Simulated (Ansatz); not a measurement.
`C[O][Mo](=[NH])(=[NH])[NH2]`, relaxed with RKS PBE-D4/def2-SVP in Ansatz 0.2.0 from a rough embedded geometry. The force threshold is 0.03 eV/Å; the program also tests the step.

Total charge 0; spin multiplicity 1. Mo: def2 effective core potential.

Start:

```xyz
13

C     1.277    1.529    0.743
O     1.173    0.204    1.108
Mo   -0.390   -0.595    0.041
N    -0.263   -2.569    0.214
N    -2.028    0.035    0.730
N    -0.176   -0.090   -2.020
H     1.947    2.074    1.357
H     0.228    1.945    0.783
H     1.595    1.606   -0.383
H    -1.094   -3.001    0.604
H    -2.271   -0.108    1.683
H    -0.759   -0.747   -2.556
H     0.762   -0.283   -2.304
```

```json
{"step": "1", "energy (eV)": "-9510.3805", "largest force (eV/Å)": "4.150", "largest move (Å)": "0.000"}
{"step": "2", "energy (eV)": "-9512.1466", "largest force (eV/Å)": "0.971", "largest move (Å)": "0.194"}
{"step": "3", "energy (eV)": "-9512.3762", "largest force (eV/Å)": "1.372", "largest move (Å)": "0.191"}
{"step": "4", "energy (eV)": "-9512.5490", "largest force (eV/Å)": "1.440", "largest move (Å)": "0.193"}
{"step": "5", "energy (eV)": "-9512.6882", "largest force (eV/Å)": "1.281", "largest move (Å)": "0.200"}
{"step": "6", "energy (eV)": "-9512.8406", "largest force (eV/Å)": "1.157", "largest move (Å)": "0.193"}
{"step": "7", "energy (eV)": "-9512.9662", "largest force (eV/Å)": "0.676", "largest move (Å)": "0.200"}
{"step": "8", "energy (eV)": "-9513.0198", "largest force (eV/Å)": "0.225", "largest move (Å)": "0.200"}
{"step": "9 (rejected)", "energy (eV)": "-9513.0099", "largest force (eV/Å)": "0.478", "largest move (Å)": "0.200"}
{"step": "10", "energy (eV)": "-9513.0444", "largest force (eV/Å)": "0.170", "largest move (Å)": "0.100"}
{"step": "11", "energy (eV)": "-9513.0518", "largest force (eV/Å)": "0.106", "largest move (Å)": "0.100"}
{"step": "12", "energy (eV)": "-9513.0529", "largest force (eV/Å)": "0.027", "largest move (Å)": "0.022"}
```

End:

```xyz
13

C     1.323    1.660    0.908
O     1.160    0.286    0.655
Mo   -0.316   -0.679   -0.061
N    -0.146   -2.349    0.432
N    -1.805    0.077    0.469
N    -0.345   -0.632   -2.013
H     2.131    1.802    1.659
H     0.391    2.125    1.303
H     1.616    2.208   -0.017
H    -0.390   -3.241    0.875
H    -2.709    0.117    0.953
H    -0.966   -0.018   -2.548
H     0.057   -1.356   -2.615
```

Run time 28 s (4 threads of an Arm Neoverse V2 on a shared host); peak host memory 0.2 GiB.
